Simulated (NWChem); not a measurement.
## Correlation energy of C$_{2}$H$_{2}$N$_{2}$O

```
O
C 1 1.3628
N 2 1.3011 1 113.19
C 1 1.3628 2 101.61 3 0.00
N 4 1.3011 1 113.19 2 0.00
H 2 1.0958 3 128.77 5 180.00
H 4 1.0958 5 128.77 3 180.00
```
Charge 0, spin multiplicity 1.

Everything below was run with NWChem. The geometry was optimised at PBE/def2-SVP, a minimum by its harmonic frequencies.

Basis set: cc-pVDZ. Each correlation energy counts from its own Hartree-Fock reference.

The correlated methods keep 5 core orbitals frozen. The structure started from a generated list of species. No row is a measurement; the coupled-cluster row has its own basis-set and correlation limits.

Task: Order these methods by the correlation energy they give, lowest first: RI-MP2, SCS-MP2, CR-CCSD[T], CR-CCSD(T), CCSD, CCSD+T(CCSD).

Result: CCSD+T(CCSD) (-813.7 mHa), CR-CCSD[T] (-803.4 mHa), CR-CCSD(T) (-802.2 mHa), CCSD (-779.6 mHa), RI-MP2 (-765.2 mHa), SCS-MP2 (-736.7 mHa)
